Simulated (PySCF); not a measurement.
Li2 (SMILES [Li][Li]), singlet, at a GFN2-xTB geometry (such geometries of metal compounds can be far from the true shape); PBE/3-21G run with PySCF.

PySCF was given this input:
```python
from pyscf import gto, scf, dft

mol = gto.M(
    atom='''
Li   -0.00000000   -0.00000000   -1.14955728
Li    0.00000000    0.00000000    1.14955728
''',
    basis='3-21g',
    verbose=4,
)

mf = dft.RKS(mol)
mf.xc = 'pbe'
mf.small_rho_cutoff = 0
mf.kernel()
```

Question: Write the output that PySCF gives for this input, abridged.

Answer: 
```
PySCF version 2.14.0

[INPUT] verbose = 4
[INPUT] num. atoms = 2
[INPUT] num. electrons = 6
[INPUT] charge = 0
[INPUT] spin (= nelec alpha-beta = 2S) = 0
[INPUT] symmetry False subgroup None
[INPUT] Mole.unit = angstrom
[INPUT] Symbol           X                Y                Z      unit          X                Y                Z       unit  Magmom
[INPUT]  1 Li     0.000000000000   0.000000000000  -1.149557280000 AA    0.000000000000   0.000000000000  -2.172348423700 Bohr   0.0
[INPUT]  2 Li     0.000000000000   0.000000000000   1.149557280000 AA    0.000000000000   0.000000000000   2.172348423700 Bohr   0.0

nuclear repulsion = 2.07149090399393
number of shells = 10
number of NR pGTOs = 30
number of NR cGTOs = 18
basis = 3-21g
ecp = {}

******** <class 'pyscf.dft.rks.RKS'> ********
method = RKS
initial guess = minao
damping factor = 0
level_shift factor = 0
DIIS = <class 'pyscf.scf.diis.CDIIS'>
diis_start_cycle = 1
diis_space = 8
diis_damp = 0
SCF conv_tol = 1e-09
SCF conv_tol_grad = None
SCF max_cycles = 50
direct_scf = True
direct_scf_tol = 1e-13
XC library pyscf.dft.libxc version 7.1.2
    S. Lehtola, C. Steigemann, M. J. T. Oliveira, and M. A. L. Marques,  SoftwareX 7, 1–5 (2018)
XC functionals = pbe
    J. P. Perdew, K. Burke, and M. Ernzerhof,  Phys. Rev. Lett. 77, 3865 (1996)
    J. P. Perdew, K. Burke, and M. Ernzerhof,  Phys. Rev. Lett. 78, 1396 (1997)
    J. P. Perdew, K. Burke, and M. Ernzerhof,  Phys. Rev. Lett. 77, 3865 (1996)
    J. P. Perdew, K. Burke, and M. Ernzerhof,  Phys. Rev. Lett. 78, 1396 (1997)
radial grids:
    Treutler-Ahlrichs [JCP 102, 346 (1995); DOI:10.1063/1.469408] (M4) radial grids

becke partition: Becke, JCP 88, 2547 (1988); DOI:10.1063/1.454033
pruning grids: <function nwchem_prune>
grids dens level: 3
symmetrized grids: False
atomic radii adjust function: <function treutler_atomic_radii_adjust>
small_rho_cutoff = 0
Set gradient conv threshold to 3.16228e-05
Initial guess from minao.
tot grids = 27448
init E= -14.8321357010581
  HOMO = -0.15637342378002  LUMO = -0.0785966391490025  gap/eV = 2.11641
cycle= 1 E= -14.8349423421549  delta_E= -0.00281  |g|= 0.0586  |ddm|= 1.53
  HOMO = -0.0970639923857156  LUMO = -0.045230757654409  gap/eV = 1.41045
cycle= 2 E= -14.8379194808906  delta_E= -0.00298  |g|= 0.0413  |ddm|= 0.429
  HOMO = -0.121457693213014  LUMO = -0.0601164705200302  gap/eV = 1.66918
cycle= 3 E= -14.8411687215093  delta_E= -0.00325  |g|= 0.000776  |ddm|= 0.189
  HOMO = -0.121171255794101  LUMO = -0.0600603649585084  gap/eV = 1.66291
cycle= 4 E= -14.8411699946588  delta_E= -1.27e-06  |g|= 9.54e-05  |ddm|= 0.00462
  HOMO = -0.121135575989296  LUMO = -0.0600573081811759  gap/eV = 1.66202
cycle= 5 E= -14.8411700101823  delta_E= -1.55e-08  |g|= 2.47e-05  |ddm|= 0.000609
  HOMO = -0.12114923217051  LUMO = -0.0600691752116589  gap/eV = 1.66207
cycle= 6 E= -14.8411700112643  delta_E= -1.08e-09  |g|= 8.39e-07  |ddm|= 0.000129
  HOMO = -0.121149726757887  LUMO = -0.0600697830015564  gap/eV = 1.66207
cycle= 7 E= -14.8411700112657  delta_E= -1.36e-12  |g|= 1.33e-08  |ddm|= 5.72e-06
  HOMO = -0.121149725143149  LUMO = -0.06006978967271  gap/eV = 1.66207
Extra cycle  E= -14.8411700112657  delta_E=    0  |g|= 3.88e-09  |ddm|= 1.02e-07
converged SCF energy = -14.8411700112657
```
